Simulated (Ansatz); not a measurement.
Species: HgBr2, net charge 0, singlet state. 
Coordinates optimised at B3LYP-D3(BJ)/def2-TZVP (Ansatz, a program for electronic structure):
SMILES: [Hg]([Br])[Br]
```xyz
3

Hg     0.0000     0.0000     0.0000
Br     0.0000     0.0000     2.4249
Br     0.0000     0.0000    -2.4249
```

Parts of the frozen-core correlation energy in def2-TZVPP (Ansatz, hartree). Frozen orbitals: 32; correlated occupied orbitals by spin: 13 and 13; virtual: 110 and 110. Spin-orbit coupling is left out. Past Kr the def2 sets carry scalar-relativistic core potentials.

```tsv
term	value
reference (HF)	-5297.45139
MP2 opposite-spin	___
MP2 same-spin	___
CCSD correlation	___
(T)	-0.03063
T1 diagnostic	0.016
largest doubles amplitude	0.058
```

Task: Fill in the missing entries.

Result: 
- MP2 opposite-spin, value: -0.51023
- MP2 same-spin, value: -0.23414
- CCSD correlation, value: -0.73509
